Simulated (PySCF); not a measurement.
One of the candidates below gave these computed data.

All candidates are C5H9OP.

| technique | computed result |
| --- | --- |
| 1H NMR | chemical shifts (computed TMS as zero) by class: 2.81 (3 H), 2.62 (3 H), 2.59 (3 H) ppm [GIAO PBE0/pcSseg-1] |
| Rotational structure | rotational constants A, B, C: 4.161, 1.450, 1.118 GHz [GFN2-xTB] |
| NMR, other nuclei | isotropic shieldings of nuclei other than C and H, by class: -408 (1 O), 76 (1 P) ppm [GIAO PBE0/pcSseg-1] |
| Polarisability | 93.3 au [CAM-B3LYP/def2-SVPD] |
| UV, first state | lowest singlet excitation: 3.12 eV (398 nm, f = 0.001) [TDDFT CAM-B3LYP/def2-SVPD] |
| 13C NMR | chemical shifts (computed TMS as zero) by class: 237.8 (1 C), 226.8 (1 C), 39.7 (1 C), 34.9 (1 C), 33.5 (1 C) ppm [GIAO PBE0/pcSseg-1] |
| UV, strongest line | among the 8 lowest singlet transitions: S2 at 4.59 eV (270 nm, f = 0.227) [TDDFT CAM-B3LYP/def2-SVPD] |

Gas-phase values; electronic properties from PySCF, density fitting. Levels stand in brackets. One conformer (not necessarily the lowest) at the GFN2-xTB geometry, without solvent, vibrations or thermal averaging. NMR classes are plain means over equivalent atoms (diastereotopic ones count apart unless rotation or inversion swaps them), as if these changed places fast.

Question: Which candidate is it?
A. `CC(=O)P=C(C)C`
B. `C=C[C@H]1C[P@@H](=O)C1`
C. `C#CC[P@H](=O)CC`

Answer: A. It is `CC(=O)P=C(C)C`. Numbering: `[CH3:1][C:2](=[O:3])[P:4]=[C:5]([CH3:6])[CH3:7]`. 5 carbons fall into 5 classes; from least to most shielded: carbon bonded to 2 C and P [C5] (237.8 ppm), carbonyl carbon [C2] (226.8 ppm), methyl carbon next to a carbonyl [C1] (39.7 ppm), methyl carbon [C7] (34.9 ppm), methyl carbon [C6] (33.5 ppm). Hydrogen classes from least to most shielded: 3 H on a methyl carbon, C6 (2.81 ppm, a mean of values up to 1.4 ppm apart in this geometry), 3 H on a methyl carbon next to a carbonyl, C1 (2.62 ppm, a mean of values up to 0.7 ppm apart in this geometry), 3 H on a methyl carbon, C7 (2.59 ppm). The other shieldings belong to: -408 ppm, carbonyl oxygen [O3]; 76 ppm, phosphorus bonded to 2 C [P4]. S1 is mainly HOMO→LUMO (weight 0.87); the largest Löwdin shares of the orbital it empties are 0.38 on the carbonyl oxygen, 0.32 on the phosphorus bonded to 2 C, 0.11 on the carbonyl carbon and 0.07 on the methyl carbon next to a carbonyl, of the orbital it fills 0.29 on the carbon bonded to 2 C and P, 0.23 on the phosphorus bonded to 2 C, 0.16 on the carbonyl carbon and 0.11 on the carbonyl oxygen. The optimised geometry has point group C1 and is an asymmetric top.

The others, at the same levels:
- `C#CC[P@H](=O)CC` fails: its computed 13C shifts are 80.0 (1 C), 79.1 (1 C), 25.0 (1 C), 23.7 (1 C), 8.8 (1 C) ppm, 1H shifts are 6.98 (1 H), 3.04 (1 H), 2.71 (1 H), 1.88 (1 H), 1.50 (1 H), 1.42 (1 H), 1.40 (3 H) ppm and lowest singlet excitation is 6.58 eV (188 nm, f = 0.000) (against 3.12 eV).
- `C=C[C@H]1C[P@@H](=O)C1` fails: it has 4 carbon classes against 5; its computed 13C shifts are 151.2 (1 C), 120.9 (1 C), 46.3 (2 C), 29.1 (1 C) ppm, 1H shifts are 7.45 (1 H), 5.97 (1 H), 5.32 (1 H), 5.28 (1 H), 2.57 (2 H), 2.31 (2 H), 2.08 (1 H) ppm and rotational constant A is 7.259 GHz (against 4.161 GHz).

Each candidate is one conformer, not necessarily the lowest. Dipoles, sizes and rotational constants follow the conformer. The torsions of the flexible species, by atom-mapped SMILES:
- `[CH3:1][C:2](=[O:3])[P:4]=[C:5]([CH3:6])[CH3:7]`: C1–C2–P4–C5 159°
- `[CH:1]#[C:2][CH2:3][P@H:4](=[O:5])[CH2:6][CH3:7]`: C2–C3–P4–O5 -177°, C3–P4–C6–C7 -174°
- `[CH2:1]=[CH:2][C@H:3]1[CH2:4][P@@H:5](=[O:6])[CH2:7]1`: C1–C2–C3–C4 123°
